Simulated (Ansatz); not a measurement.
Cartesian coordinates in Å:
```
C -1.308 -0.498 0.858
Si 0.494 -0.213 0.607
O 1.090 0.379 -0.679
Ga 1.608 0.598 -2.665
H -1.566 -0.456 1.919
H -1.896 0.234 0.304
H -1.568 -1.497 0.489
H 1.384 -0.799 1.636
H 1.761 2.254 -2.469
```

Total charge 0; spin multiplicity 1. The bonds changed during the relaxation, so this is another structure than the one it started from.

Q: List the r2SCAN/def2-TZVPP orbital energies in eV (Ansatz). (Estimate.)

A: The calculation gave: Occupied: -10120.80, -1792.40, -1242.95, -1099.36, -1099.32, -1099.27, -515.89, -273.90, -146.48, -142.82, -99.37, -99.27, -99.07, -97.81, -97.62, -97.60, -25.44, -19.44, -18.96, -18.94, -18.78, -18.76, -18.70, -13.41, -11.69, -11.51, -10.89, -9.97, -9.01, -8.07, -7.73, -3.98. Lowest empty: -2.96, -1.12, -0.87, 0.42, 1.21, 1.55, 2.12, 2.53.
